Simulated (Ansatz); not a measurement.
`[F][Sb]([F])[SiH3]` + `[AsH3]` → `[SiH3][AsH2]` + `[F][SbH][F]`  (cleavage of the Si–Sb bond)

Computed with Ansatz on PBE0-D4/def2-TZVP structures; ΔE is electronic, products minus reactants. CCSD(T)/CBS is the MP2 limit (def2-TZVPP, def2-QZVPP) plus CCSD(T) − MP2 in def2-TZVPP, frozen cores. DFT in def2-TZVPP. B3LYP here is the variant with VWN-RPA as its local correlation; programs differ in this. def2 core potentials past Kr. For As, Sb outer-core shells are correlated without core-valence functions, which leaves a few kJ/mol of doubt a bond. Scalar relativity is left out up to krypton.

`[F][Sb]([F])[SiH3]`:

Cartesian coordinates in Å:
```
F -1.402 1.625 -1.143
Sb -1.670 0.325 0.234
F -1.916 -1.150 -0.958
Si 0.895 -0.137 0.435
H 1.106 -1.357 1.258
H 1.546 1.021 1.105
H 1.442 -0.326 -0.931
```

`[AsH3]`:

```xyz
4

As   -0.270   -0.173   -0.549
H     0.832   -0.964    0.139
H     0.473    1.140   -0.346
H    -1.035   -0.002    0.756
```

`[SiH3][AsH2]`:

Z-matrix (Å, degrees):
```
Si
As 1 2.365
H 1 1.486 2 113.4
H 1 1.486 2 108.2 3 -121.1
H 1 1.486 2 108.2 3 121.1
H 2 1.523 1 92.0 3 -46.4
H 2 1.523 1 92.0 3 45.8
```

`[F][SbH][F]`:

Cartesian coordinates in Å:
```
F -0.095 -1.601 -0.227
Sb -0.719 0.187 -0.034
F 0.402 0.616 1.443
H 0.413 0.798 -1.182
```

(1) Is it downhill or uphill in electronic energy at CCSD(T)/CBS, and by how much? (Estimate.)

(2) What do these levels give: LDA (SPW92), PBE0-D4, B3LYP-D4, LC-ωPBE, CCSD(T)/def2-SVP, MP2/def2-TZVPP? (Estimate.)

Largest T1 diagnostic among the species: 0.015.

## Answers

(1) Ansatz gave: Downhill: ΔE = -2.0 kcal/mol.

(2) The calculation gave: LDA (SPW92) -0.8, PBE0-D4 -1.8, B3LYP-D4 -1.1, LC-ωPBE -2.5, CCSD(T)/def2-SVP -1.6, MP2/def2-TZVPP -3.7 kcal/mol.

Leaving LDA and LC-ωPBE aside and taking each functional with its dispersion term where it has one, the values, not all of them listed here, spread over 2.6 kcal/mol, from PBE-QIDH to BLYP-D4. From BLYP to BHLYP (50 % exact exchange), in def2-TZVPP and without D4, ΔE moves by −1.7 kcal/mol.
